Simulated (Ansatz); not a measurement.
Consider the redistribution: `[NH2][K]` + `[OH][Ga]([F])[O][SiH3]` → `[OH][K]` + `[NH2][Ga]([F])[O][SiH3]`.

Isolated molecules relaxed with PBE0-D4/def2-TZVP in Ansatz; ΔE leaves out vibrations. CCSD(T)/CBS is the MP2 limit (def2-TZVPP, def2-QZVPP) plus CCSD(T) − MP2 in def2-TZVPP, frozen cores. DFT in def2-TZVPP. For Ga, K outer-core shells are correlated without core-valence functions, which leaves a few kJ/mol of doubt a bond. Scalar relativity is left out up to krypton. Each species was taken in one conformer, which may not be the lowest.

| level | ΔE (eV) |
| --- | --- |
| BLYP-D4 | -0.75 |
| PBE | -0.73 |
| r2SCANh | -0.78 |
| BHLYP | -0.80 |
| CCSD/def2-SVP | -0.78 |
| HF/def2-TZVPP | -0.76 |
| CCSD(T)/def2-TZVPP | -0.72 |
| CCSD/CBS(def2) | -0.84 |

Problem. What does CCSD(T)/CBS give? (An estimate is asked.)

Solution. Ansatz gave: -0.82 eV. The listed levels differ from it by 0.07, 0.09, 0.04, 0.02, 0.04, 0.06, 0.10, -0.02 eV.

Largest T1 diagnostic among the species: 0.014.

At CCSD(T), def2-SVP lies +0.06 eV from the extrapolated value and def2-TZVPP +0.11 eV. From PBE to PBE0 (25 % exact exchange), in def2-TZVPP and without D4, ΔE moves by −0.04 eV. Leaving LDA and LC-ωPBE aside and taking each functional with its dispersion term where it has one, the values, not all of them listed here, spread over 0.10 eV, from CAM-B3LYP-D4 to revPBE-D4. LDA lies −0.07 eV from PBE without D4.
